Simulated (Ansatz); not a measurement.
OSi, charge -1, doublet, geometry from GFN2-xTB (a state made from the parent by changing its charge; the spin is typed, not shown lowest) (a gas-phase anion, which may not be bound at this level); Ansatz (a program for electronic structure) with CAM-B3LYP/6-31G**.

The Ansatz input:
Ansatz 0.2 input:
```yaml
crystal:
  periodic: [false, false, false]
  atoms:
    - {symbol: Si, position_ang: [-0.00000000, -0.00000000, -0.57598092]}
    - {symbol: O, position_ang: [0.00000000, 0.00000000, 1.00796661]}
basis:
  gaussian:
    orbitals: 6-31G__.json
hamiltonian:
  xc: cam_b3lyp
total_charge: -1
magnetization: {spin_polarized: true, initial_magnetization: 1}
accuracy: high
```
The basis file holds 6-31G** in the JSON format of the Basis Set Exchange.

Write the output that Ansatz gives for this input, abridged.


```
Functional definition: CAM-B3LYP
564 factors; integrals over basis functions are off by at most 3.8e-9 eV
182 factors; integrals over basis functions are off by at most 1.7e-9 eV
mean field evaluation 1: about -9922.0184 eV, gradient 1.4e1 eV
mean field evaluation 2: about -9920.8227 eV, gradient 2.4e1 eV
mean field evaluation 4: about -9922.8528 eV, gradient 4.5e-1 eV
mean field evaluation 8: about -9922.8900 eV, gradient 3.4e-2 eV
mean field evaluation 16: about -9922.8901 eV, gradient 2.5e-5 eV
mean field -9922.89008272 eV, -364.6594845636 hartree, gradient 2.2e-8 eV, S^2 0.752755; 0 other end points of the search recorded, 0 dependent functions left out
reference -9922.89009486 eV, -364.6594850097 hartree; 12, 11 occupied and 22, 23 virtual orbitals, 564 factors
Total energy: -9922.89009486 eV, -364.6594850097 hartree
```
